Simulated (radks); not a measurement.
Question: These are the eigenvalues of the occupied orbitals of an atom or ion with whole-number occupations (Ry). Calculated with a radial shooting solver on a logarithmic mesh with Libxc functionals: scalar-relativistic Kohn-Sham, PBE, spin-polarised, spherical densities, point nucleus.

1s down: -1457.260
1s up: -1457.259
2s up: -206.0988
2s down: -206.0627
2p up: -184.2754
2p down: -184.2488
3s up: -35.34900
3s down: -35.33058
3p up: -28.19956
3p down: -28.17875
3d up: -16.57261
3d down: -16.53961
4s up: -5.14754
4s down: -4.94565
4p up: -3.26057
4p down: -3.03450
4d up: -0.70889
6d up: -0.04442

Which element is it, and in what charge state? The configuration may be excited. Open shells, if any, are filled with parallel spins first.

Answer: Z = 42, molybdenum, charge 0: Mo in [Kr] 4d5 6d1. The list shows which subshells hold electrons but not how many an open one holds; the 1s level, -728.63 hartree, gives Z - s = 38.2 by -(Z - s)^2/2, which with screening and relativity narrows Z to a few neighbours, and the depths of the outer levels then fix element, charge and occupations together.
